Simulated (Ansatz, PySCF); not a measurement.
This Ansatz (an electronic-structure program) input computes a CAM-B3LYP/def2-TZVPD energy:

Ansatz 0.2 input:
```yaml
crystal:
  periodic: [false, false, false]
  atoms:
    - {symbol: C, position_ang: [-1.95128337, -0.11665096, 0.17918081]}
    - {symbol: Si, position_ang: [-0.14342990, 0.20466928, 0.21771629]}
    - {symbol: F, position_ang: [0.44419349, -0.03610994, 1.67307258]}
    - {symbol: F, position_ang: [0.17171359, 1.71601757, -0.15356361]}
    - {symbol: Cl, position_ang: [0.89108550, -0.98452541, -1.07729003]}
    - {symbol: H, position_ang: [-2.16042376, -1.15215991, 0.45027397]}
    - {symbol: H, position_ang: [-2.34983674, 0.06582240, -0.81950265]}
    - {symbol: H, position_ang: [-2.46563783, 0.53863672, 0.88446566]}
basis:
  gaussian:
    orbitals: def2-TZVPD
hamiltonian:
  xc: {name: CAM-B3LYP}
output: {forces: true}
```

### Question
Write an input for the same energy in PySCF and say what it gives.

### Answer

```python
from pyscf import gto, scf, dft

mol = gto.M(
    atom='''
    C    -1.95128337   -0.11665096    0.17918081
    Si   -0.14342990    0.20466928    0.21771629
    F     0.44419349   -0.03610994    1.67307258
    F     0.17171359    1.71601757   -0.15356361
    Cl    0.89108550   -0.98452541   -1.07729003
    H    -2.16042376   -1.15215991    0.45027397
    H    -2.34983674    0.06582240   -0.81950265
    H    -2.46563783    0.53863672    0.88446566
    ''',
    basis='def2-tzvpd',
    charge=0,
    spin=0,
    verbose=4,
)

mf = dft.RKS(mol, xc='camb3lyp').density_fit(auxbasis='def2-universal-jkfit')
mf.grids.level = 3
mf.conv_tol = 1e-9
mf.max_cycle = 100
mf.max_memory = 1500
mf.kernel()
if not mf.converged:
    mf = mf.newton()
    mf.kernel(mf.make_rdm1())
mf.analyze()
```
It gives -989.59374 Eh, and Ansatz -989.59366 Eh, a difference of 0.08 mEh, from the treatment of integrals and grids.
